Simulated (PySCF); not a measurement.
Mg(F)(GeH3) (FGeH3Mg), SMILES [Mg]([GeH3])[F]. Atoms are numbered in the order given.

```xyz
6

Mg     0.0000     0.0000    -1.3529
F      0.0000     0.0000    -3.1084
Ge     0.0000     0.0000     1.2119
H      1.2325     0.7116     1.8099
H     -1.2325     0.7116     1.8099
H      0.0000    -1.4232     1.8099
```

Geometry optimised at PBE0-D3(BJ)/def2-TZVP.

Calculation: PBE0-D3(BJ)/def2-TZVP (PySCF 2.14.0).

Frequencies are harmonic and unscaled.

Modes within 1.5 cm⁻¹ of each other (mostly degenerate sets) share a row, with their intensities summed.

```csv
mode,ν (cm⁻¹),IR (km/mol),moving atoms (share of kinetic energy)
1–2,108,102.6,"Mg 61 %, F 31 %"
3,242,0.0,"Ge 35 %, F 35 %, Mg 29 %"
4–5,364,2.4,H 90 %
6,741,150.7,"Mg 50 %, F 48 %"
7,780,185.7,H 96 %
8–9,887,83.0,H 99 %
10,2110,77.3,H 99 %
11–12,2118,250.2,H 98 %
```
